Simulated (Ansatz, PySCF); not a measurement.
This PySCF input computes a r2SCAN/def2-TZVPD energy:

```python
from pyscf import gto, scf, dft

mol = gto.M(
    atom='''
    Si    0.02254107    0.06363056    0.04483840
    C     1.52079635   -1.03988890    0.08653006
    C    -1.52243991   -0.78134480   -0.62193804
    O    -0.48552611    0.46134625    1.56847195
    O     0.45974667    1.35755438   -0.87850926
    H     1.30622747   -1.96062869    0.62966325
    H     2.35591777   -0.53501055    0.57367097
    H     1.82459568   -1.29126883   -0.93147990
    H    -1.32847142   -1.04312411   -1.66554917
    H    -2.38840948   -0.12039727   -0.58448295
    H    -1.74960090   -1.68763349   -0.06174165
    H    -0.11973724    2.12343250   -0.89507186
    ''',
    basis='def2-tzvpd',
    charge=0,
    spin=1,
    verbose=4,
)

mf = dft.UKS(mol, xc='r2scan').density_fit(auxbasis='def2-universal-jkfit')
mf.grids.level = 4
mf.conv_tol = 1e-9
mf.max_cycle = 100
mf.max_memory = 1500
mf.kernel()
if not mf.converged:
    mf = mf.newton()
    mf.kernel(mf.make_rdm1())
for _ in range(2):
    mo, _, stable, _ = mf.stability(return_status=True)
    if stable:
        break
    mf.kernel(mf.make_rdm1(mo, mf.mo_occ))
mf.analyze()
```

### Question
Write an input for the same energy in Ansatz (a first-principles code) and say what it gives.

### Answer

Ansatz 0.2 input:
```yaml
crystal:
  periodic: [false, false, false]
  atoms:
    - {symbol: Si, position_ang: [0.02254107, 0.06363056, 0.04483840]}
    - {symbol: C, position_ang: [1.52079635, -1.03988890, 0.08653006]}
    - {symbol: C, position_ang: [-1.52243991, -0.78134480, -0.62193804]}
    - {symbol: O, position_ang: [-0.48552611, 0.46134625, 1.56847195]}
    - {symbol: O, position_ang: [0.45974667, 1.35755438, -0.87850926]}
    - {symbol: H, position_ang: [1.30622747, -1.96062869, 0.62966325]}
    - {symbol: H, position_ang: [2.35591777, -0.53501055, 0.57367097]}
    - {symbol: H, position_ang: [1.82459568, -1.29126883, -0.93147990]}
    - {symbol: H, position_ang: [-1.32847142, -1.04312411, -1.66554917]}
    - {symbol: H, position_ang: [-2.38840948, -0.12039727, -0.58448295]}
    - {symbol: H, position_ang: [-1.74960090, -1.68763349, -0.06174165]}
    - {symbol: H, position_ang: [-0.11973724, 2.12343250, -0.89507186]}
basis:
  gaussian:
    orbitals: def2-TZVPD
hamiltonian:
  xc: {name: r2SCAN}
magnetization: {spin_polarized: true, initial_magnetization: 1}
output: {forces: true}
```
It gives -520.37551 Eh, and PySCF -520.37564 Eh, a difference of 0.13 mEh, from the treatment of integrals and grids.

It need not be the lowest isomer of its formula.
